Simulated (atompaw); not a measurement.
# What the settings do to the PAW (atompaw) potential of Ru (Z = 44)

Base potential:

| Property | Result |
| --- | --- |
| Element | ruthenium (Ru) |
| Generator | atompaw 4.2.0.5 |
| Type | PAW |
| Functional | LDA (PW92) |
| Relativity | scalar-relativistic |
| Frozen core | [Ar] 3d10 4s2 |
| Valence charge | 14 |
| Reference configuration | 4p6 4d8 5s0 5p0 |
| Partial waves | 5s (bound, empty): rc 2.45 bohr; 5s channel at 0.75 Ry: rc 2.45 bohr; 4p (bound): rc 1.30 bohr; 5p (bound, empty): rc 2.35 bohr; 4d (bound): rc 2.45 bohr; 4d channel at 0.15 Ry: rc 2.45 bohr |
| Local potential | ultrasoft scheme with l = 3 at 1 Ry, radius 1.85 bohr |
| Core correction | smooth core density matched at 1.60 bohr |
| Augmentation charge | besselshape compensation charge, radius 2.05 bohr; PAW radius 2.45 bohr; waves and projectors: custom rrkj vanderbiltortho |

Cutoffs, loose and tight: the cutoffs (Ry, on a coarse ladder) from which the occupation-weighted sum of valence levels, in a spherical-Bessel basis at the reference potential, stays within 10 and 1 mRy of its value at 400 Ry. They see the waves, projectors and local potential, not the compensation charge or the core. A dash means not determined.

A true bound ghost makes a file unfit for plane-wave use even where its test errors are small: the radial tests pick states by their node count and pass the ghost by.

```tsv
change	outcome	cutoff, loose	cutoff, tight	bound ghosts
base	generated	45 Ry	80 Ry	s
all radii scaled by about 0.77 (s 1.88, p 1.00, d 1.88 bohr); local potential ultrasoft scheme with l = 3 at 1 Ry, radius 1.42 bohr; augmentation besselshape compensation charge, radius 1.58 bohr; PAW radius 1.88 bohr; waves and projectors: custom rrkj vanderbiltortho; core correction smooth core density matched at 1.24 bohr	failed: atompaw: The overlap operator has at least one negative eigenvalue!	–	–	–
all radii scaled by about 0.80 (s 1.96, p 1.04, d 1.96 bohr); local potential ultrasoft scheme with l = 3 at 1 Ry, radius 1.48 bohr; augmentation besselshape compensation charge, radius 1.64 bohr; PAW radius 1.96 bohr; waves and projectors: custom rrkj vanderbiltortho; core correction smooth core density matched at 1.28 bohr	failed: atompaw: The overlap operator has at least one negative eigenvalue!	–	–	–
all radii scaled by about 0.91 (s 2.22, p 1.18, d 2.22 bohr); local potential ultrasoft scheme with l = 3 at 1 Ry, radius 1.68 bohr; augmentation besselshape compensation charge, radius 1.86 bohr; PAW radius 2.22 bohr; waves and projectors: custom rrkj vanderbiltortho; core correction smooth core density matched at 1.44 bohr	generated	55 Ry	100 Ry	s
all radii scaled by about 0.95 (s 2.34, p 1.24, d 2.34 bohr); local potential ultrasoft scheme with l = 3 at 1 Ry, radius 1.76 bohr; augmentation besselshape compensation charge, radius 1.96 bohr; PAW radius 2.34 bohr; waves and projectors: custom rrkj vanderbiltortho; core correction smooth core density matched at 1.52 bohr	generated	50 Ry	100 Ry	s
all radii scaled by about 1.10 (s 2.70, p 1.42, d 2.70 bohr); local potential ultrasoft scheme with l = 3 at 1 Ry, radius 2.04 bohr; augmentation besselshape compensation charge, radius 2.26 bohr; PAW radius 2.70 bohr; waves and projectors: custom rrkj vanderbiltortho; core correction smooth core density matched at 1.76 bohr	generated	40 Ry	70 Ry	s
all radii scaled by about 1.17 (s 2.88, p 1.52, d 2.88 bohr); local potential ultrasoft scheme with l = 3 at 1 Ry, radius 2.16 bohr; augmentation besselshape compensation charge, radius 2.40 bohr; PAW radius 2.88 bohr; waves and projectors: custom rrkj vanderbiltortho; core correction smooth core density matched at 1.88 bohr	generated	35 Ry	60 Ry	s
all radii scaled by about 1.20 (s 2.94, p 1.56, d 2.94 bohr); local potential ultrasoft scheme with l = 3 at 1 Ry, radius 2.22 bohr; augmentation besselshape compensation charge, radius 2.46 bohr; PAW radius 2.94 bohr; waves and projectors: custom rrkj vanderbiltortho; core correction smooth core density matched at 1.92 bohr	generated	35 Ry	60 Ry	s
all radii scaled by about 1.28 (s 3.14, p 1.66, d 3.14 bohr); local potential ultrasoft scheme with l = 3 at 1 Ry, radius 2.36 bohr; augmentation besselshape compensation charge, radius 2.62 bohr; PAW radius 3.14 bohr; waves and projectors: custom rrkj vanderbiltortho; core correction smooth core density matched at 2.04 bohr	generated	30 Ry	50 Ry	none
```

Reading the sweep of the scale of all radii (base = 1) (base included, trends over the rows without a ghost): Bound ghosts are found at 0.91, 0.95, 1, 1.1, 1.17, 1.2. The generation fails at 0.77, 0.8.
